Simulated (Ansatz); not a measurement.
Total energies of Zn₂O₂ (the lowest singlet isomer of a short search) from Ansatz at PBE0-D4/def2-TZVP, gas phase (1 Eh = 27.2114 eV = 2625.5 kJ/mol). The reference geometry is relaxed at PBE0-D4/def2-SVP.

Cartesian coordinates in Å:
```
Zn 0.4600 0.2855 -1.4408
Zn 0.2351 -1.5074 0.2038
O -0.2843 1.1152 0.1559
O -0.4108 0.1067 1.0811
```

| state | geometry | energy (Eh) |
| --- | --- | --- |
| charge 0 singlet | reference | -3708.51972 |
| charge 1 doublet | reference | -3708.24764 |
| charge 0 triplet | relaxed at PBE0-D4/def2-SVP | -3708.52710 |
| charge 0 quintet | relaxed at PBE0-D4/def2-SVP | -3708.40942 |
| free Zn atom (singlet) | – | -1779.14424 |
| free O atom (triplet) | – | -75.01860 |

The structure holds one bond between oxygen atoms, so isomers without such links may lie far lower.

Work out the vertical ionisation energy to the doublet.

E(charge 1 doublet) − E(charge 0 singlet) = -3708.24764 − (-3708.51972) = 0.27208 Eh = 7.40 eV. For comparison, −ε of the highest occupied level is 5.82 eV at this level, 1.58 eV less.

Which of the charge 0 states is lowest, and how far above it are the others?

The triplet. singlet: -3708.51972 − (-3708.52710) = 0.00738 Eh = 19.4 kJ/mol; quintet: -3708.40942 − (-3708.52710) = 0.11768 Eh = 309.0 kJ/mol.

What is the binding energy per atom against free atoms?

Atoms: 2 × (-1779.14424) + 2 × (-75.01860) = -3708.32568 Eh. Binding: -3708.32568 − (-3708.51972) = 0.19404 Eh = 5.28 eV, or 1.32 eV for each of 4 atoms (no zero-point energy, no counterpoise term).

The structure comes from a short search, and lower isomers may exist.
